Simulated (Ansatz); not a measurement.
Reaction (ligand exchange at the Si–C bond): `N[SiH](O)CBr` + `[SiH3]S` → `N[SiH](O)S[SiH3]` + `CBr`

Program: Ansatz. Geometries: PBE0-D4/def2-TZVP. ΔE: electronic, gas phase. CCSD(T)/CBS is the MP2 limit (def2-TZVPP, def2-QZVPP) plus CCSD(T) − MP2 in def2-TZVPP, frozen cores. Functionals use def2-TZVPP. B3LYP here is the variant with VWN-RPA as its local correlation; programs differ in this. For Br outer-core shells are correlated without core-valence functions, which leaves a few kJ/mol of doubt a bond. Scalar relativity is left out up to krypton. Each species was taken in one conformer, which may not be the lowest.

`N[SiH](O)CBr`:

Z-matrix (Å, degrees):
```
Si
O 1 1.647
C 1 1.878 2 110.8
N 1 1.697 2 112.4 3 120.1
H 1 1.489 2 108.7 3 -118.6
H 2 0.958 1 118.1 3 75.7
Br 3 1.950 1 110.6 2 68.8
H 3 1.090 1 112.9 2 -49.9
H 3 1.090 1 111.8 2 -172.9
H 4 1.008 1 118.9 2 -76.9
H 4 1.007 1 120.7 2 67.5
```

`[SiH3]S`:

```xyz
6

Si   -0.325    0.116   -0.399
S     0.317   -0.853    1.394
H    -0.398    1.590   -0.228
H    -1.678   -0.429   -0.663
H     0.576   -0.189   -1.539
H     1.509   -0.234    1.435
```

`N[SiH](O)S[SiH3]`:

```xyz
12

N     2.135    0.660    1.095
Si    0.827   -0.148    0.365
O     0.782    0.073   -1.263
S    -1.054    0.595    1.033
Si   -2.276   -0.185   -0.541
H     2.191    1.666    1.116
H     2.607    0.242    1.880
H     0.993   -1.580    0.715
H     1.552   -0.217   -1.756
H    -1.873   -1.575   -0.875
H    -2.221    0.659   -1.757
H    -3.663   -0.190   -0.011
```

`CBr`:

Z-matrix (Å, degrees):
```
C
Br 1 1.933
H 1 1.086 2 108.0
H 1 1.086 2 108.0 3 -120.0
H 1 1.086 2 108.0 3 120.0
```

```
             level  ΔE (kJ/mol)  difference from CCSD(T)/CBS
          B3LYP-D4        -76.2                         -0.9
            r2SCAN        -78.6                         -3.3
              PBE0        -77.5                         -2.2
     HF/def2-TZVPP        -76.4                         -1.1
    MP2/def2-TZVPP        -78.3                         -3.0
SCS-MP2/def2-TZVPP        -75.9                         -0.6
CCSD(T)/def2-TZVPP        -73.1                          2.2
SCS-MP2/def2-QZVPP        -77.3                         -2.0
      HF/CBS(def2)        -76.5                         -1.2
    CCSD/CBS(def2)        -74.3                          1.0
       CCSD(T)/CBS        -75.3                            0
```

Largest T1 diagnostic among the species: 0.011.
